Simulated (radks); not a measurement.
Correlation energies from several functionals, in hartree. Species: He [He]; S4+ [Ne] 3s2; La3+ [Xe]; P [Ne] 3s2 3p3. All-electron calculation, non-relativistic Kohn-Sham, LDA (Slater exchange, Perdew-Wang correlation), spin-polarised, spherical densities, point nucleus. Program: a radial shooting solver on a logarithmic mesh with Libxc functionals. Every spin shell is full or empty, so the densities are truly spherical. Functionals are evaluated on that one density, not self-consistently.

| functional | He | S4+ | La3+ | P |
|---|---|---|---|---|
| PW92 | -0.11108 | -1.0296 | -5.3511 | -1.1123 |
| VWN5 | -0.11146 | -1.0346 | -5.3739 | -1.1181 |
| PZ | -0.11091 | -1.0277 | -5.3519 | -1.1075 |
| Wigner | -0.095367 | -0.63348 | -2.9084 | -0.68870 |
| PBE | -0.041053 | -0.44760 | -3.0004 | -0.52375 |
| PBEsol | -0.051556 | -0.53260 | -3.3897 | -0.61535 |
| P86 | -0.043080 | -0.51837 | -3.4042 | -0.59461 |
| AM05 | -0.096619 | -0.92787 | -4.9959 | -1.0065 |
| OP (B88) | -0.050864 | -0.50229 | -2.7425 | -0.54326 |
| TPSS | -0.042303 | -0.45240 | -3.0021 | -0.52887 |
| revTPSS | -0.045428 | -0.46377 | -3.0349 | -0.54387 |
| SCAN | -0.037642 | -0.45521 | -2.9924 | -0.52363 |
| r2SCAN | -0.037642 | -0.45947 | -3.0121 | -0.52834 |
